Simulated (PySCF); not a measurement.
# Polarisability and C₆ of Zn²⁺ (zinc, charge +2)

[Ar] 3d10, closed-shell 1S. Computed with PySCF 2.14 in def2-QZVPPD, with no relativity, point nucleus. Coupled (time-dependent) response in atomic units; α is the mean over directions.

```csv
method,mean α (bohr³),C₆ (like pair),S(−4)
HSE06,2.675,7.084,3.244
```

S(−4) is the Cauchy moment in α(ω) = α(0) + S(−4) ω² + …

α(iu) at HSE06:

| u (hartree) | α(iu) (bohr³) |
| --- | --- |
| 0 | 2.675 |
| 0.0500 | 2.667 |
| 0.100 | 2.643 |
| 0.200 | 2.555 |
| 0.300 | 2.429 |
| 0.500 | 2.137 |
| 0.750 | 1.801 |
| 1.00 | 1.534 |
| 1.50 | 1.158 |
| 2.00 | 0.9117 |
| 3.00 | 0.6146 |
| 5.00 | 0.3364 |

For an ion, C₆ is the dispersion term alone; charge-induced terms of lower order in 1/R come first.
